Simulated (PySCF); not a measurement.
Species: C2H10OPSi2 (doublet state).
Structure used (GFN2-xTB), in Å, numbered top down from 1:
```xyz
16
C2H10OPSi2 angstrom
C     -2.8155    0.8668    0.6577
C     -2.1882   -0.5129    0.7751
O     -0.8456   -0.5435    0.3994
Si     0.4464    0.3810    0.7567
Si     2.1094   -0.9007   -0.1185
P      3.9034    0.4248    0.0868
H     -2.6919    1.2464   -0.3533
H     -3.8758    0.8099    0.8875
H     -2.3376    1.5538    1.3513
H     -2.7114   -1.2212    0.1228
H     -2.2703   -0.8716    1.8090
H      0.1604    1.7806    0.3694
H      2.1778   -1.5526   -1.4505
H      2.4018   -2.0155    0.8034
H      3.7525    1.0563   -1.1282
H      4.7770   -0.4928   -0.4449
```

The hyperfine couplings belong to this conformer and change with its torsions.

As a line formula: `CCO[SiH][SiH2]P` [radical].

The calculation used UKS B3LYP, pcH-1 on C H O P Si, non-relativistic, mean-field spin-orbit, GIAO (PySCF). One conformer (not necessarily the lowest) at the GFN2-xTB geometry, without solvent, vibrations or thermal averaging. Couplings are sensitive to structure, and on GFN2-xTB geometries they can be far from those on DFT ones, by a factor of two or more for some ions and for spin on atoms past the first row. The SCF solution wasn't tested for stability.

Question: The isotropic 29Si couplings are -416.9, -84.9 MHz. Assign them to Si4; Si5.

Answer: 
```tsv
site	a_iso (MHz)	ρ(0) (bohr⁻³)	position	distance from Si4 (Å)	spin population	largest |T| (MHz)
Si4	-416.9	+0.4701	largest spin population	0.00	+0.80	145.1
Si5	-84.9	+0.0957	1 bond from Si4	2.27	+0.04	14.6
```

ρ(0) is the spin density at the nucleus and T the dipolar tensor; a_iso includes a spin–orbit part; entries for several nuclei are means. Largest spin populations (Mulliken): Si4 (+0.80) and O3 (+0.09). Si4 is the only atom above +0.15. The angles at Si4 add up to 334.1°, so it is pyramidal.

Class means assume fast exchange of nuclei equivalent by connectivity; if that motion is slow, each nucleus keeps its own coupling. The 1H value of +31.6 MHz is a mean of couplings from 0.8 to 62.3 MHz in this one geometry, not an average over conformers. The 1H value of +9.7 MHz is a mean of couplings from 5.3 to 14.2 MHz in this one geometry, not an average over conformers.
